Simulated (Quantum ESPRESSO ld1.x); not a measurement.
W LVII, 18 electrons, occupied as [Ar]. All-electron calculation, scalar-relativistic Kohn-Sham, LDA (Slater exchange, VWN5 correlation), spin-polarised, spherical densities, point nucleus. Program: ld1.x of Quantum ESPRESSO 7.5.

Unscreened Slater integrals over Kohn-Sham orbitals (cm^-1). They are taken over the spin-up orbitals. Empty in this configuration: 3d, 4s.

\begin{tabular}{lr}
integral & value \\ \hline
F0(4s,4s) & 554580 \\
F0(4s,3d) & 694090 \\
G2(4s,3d) & 66929 \\
F0(4s,3p) & 678840 \\
G1(4s,3p) & 72172 \\
F0(4s,3s) & 676230 \\
G0(4s,3s) & 55518 \\
F0(3d,3d) & 1212500 \\
F2(3d,3d) & 629390 \\
F4(3d,3d) & 407820 \\
F0(3d,3p) & 1119600 \\
F2(3d,3p) & 536110 \\
G1(3d,3p) & 561180 \\
G3(3d,3p) & 379190 \\
F0(3d,3s) & 1108700 \\
G2(3d,3s) & 434010 \\
F0(3p,3p) & 1066600 \\
F2(3p,3p) & 532860 \\
F0(3p,3s) & 1055800 \\
G1(3p,3s) & 684130 \\
F0(3s,3s) & 1048100 \\
\end{tabular}
